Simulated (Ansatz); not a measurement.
Reaction (substitution at a C–C bond): `CC[S][SnH3]` + `[OH][GeH]([OH])[Cl]` → `C[O][GeH]([OH])[Cl]` + `C[S][SnH3]`

Computed with Ansatz on PBE0-D4/def2-TZVP structures; ΔE is electronic, products minus reactants. CCSD(T)/CBS is the MP2 limit (def2-TZVPP, def2-QZVPP) plus CCSD(T) − MP2 in def2-TZVPP, frozen cores. DFT in def2-TZVPP. B3LYP here is the variant with VWN-RPA as its local correlation; programs differ in this. Elements past krypton have def2 core potentials. For Ge, Sn outer-core shells are correlated without core-valence functions, which leaves a few kJ/mol of doubt a bond. Scalar relativity is left out up to krypton. Each species was taken in one conformer, which may not be the lowest.

```tsv
level	ΔE (kJ/mol)
ωB97M-V	58.9
B2PLYP	55.9
PBE	57.0
B3LYP	51.3
HF/def2-TZVPP	47.3
SCS-MP2/def2-TZVPP	59.8
HF/def2-QZVPP	47.1
HF/CBS(def2)	47.1
```

(1) What does CCSD(T)/CBS give? (Best estimate.)

Largest T1 diagnostic among the species: 0.012.

Results:

(1) Ansatz gave: +62.6 kJ/mol. The listed levels differ from it by -3.7, -6.7, -5.6, -11.3, -15.3, -2.8, -15.5, -15.5 kJ/mol.

In def2-TZVPP, CCSD(T) changes the Hartree–Fock value by +12.4 kJ/mol (the triples alone add +1.2 kJ/mol) and MP2 by +18.4 kJ/mol.
